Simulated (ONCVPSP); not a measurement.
## manganese (Mn), ONCV: configuration errors across variants

ONCVPSP 4.0.1 input, shortened (lines: element, Z, core and valence counts, functional; n l f; lmax; l rc ep ncon nbas qcut; lloc lpopt rc5 dvloc0; l nproj debl; icmod fcfact rcfact), PBEsol, scalar-relativistic:

```
  Mn 25.00    3    5  -116133      upf
    1    0    2.00
    2    0    2.00
    2    1    6.00
    3    0    2.00
    3    1    6.00
    3    2    5.00
    4    0    1.50
    4    1    0.50
    2
    0    1.20    0.00    4    7   12.80
    1    1.55    0.00    4    9    7.60
    2    1.55    0.00    3    8    8.10
    4    5    1.10    1.00
    0    2    2.80
    1    2    0.90
    2    1    2.00
    3    4.75    1.35
```

All-electron excitation energies from the reference (eV): (1) 3s2 3p6 3d5 4s2 4p0 -1.916; (2) 3s2 3p6 3d5 4s1 4p0 6.517; (3) 3s2 3p6 3d5 4s0 4p0 22.029; (4) 3s2 3p6 3d6 4s0 4p0 4.859.

2 further variants failed, have other tests or too few solved ones, and are left out.

Errors AE − PS in meV (a dash: test not solved or not reliable):

| change | (1) | (2) | (3) | (4) | bound ghosts | GHOST(+) flags above zero |
| --- | --- | --- | --- | --- | --- | --- |
| base | +0.3 | +0.3 | +5.1 | +40 | none | none |
| all radii but the core radius scaled by about 1.21 (s 1.44, p 1.88, d 1.88 bohr); local potential polynomial inside 1.32 bohr (lpopt 5, dvloc0 1 Ha) | +0.3 | +0.7 | +5.6 | +76 | none | none |
| core correction Teter function, fcfact 7.6, rcfact 1.35 | +0.3 | +0.3 | +5.1 | +40 | none | none |

Task: Give the same row for: s: qcut 19.7.

Result: +0.3, +0.3, +5.3, +41; bound ghosts: none; GHOST(+) flags above zero: s.
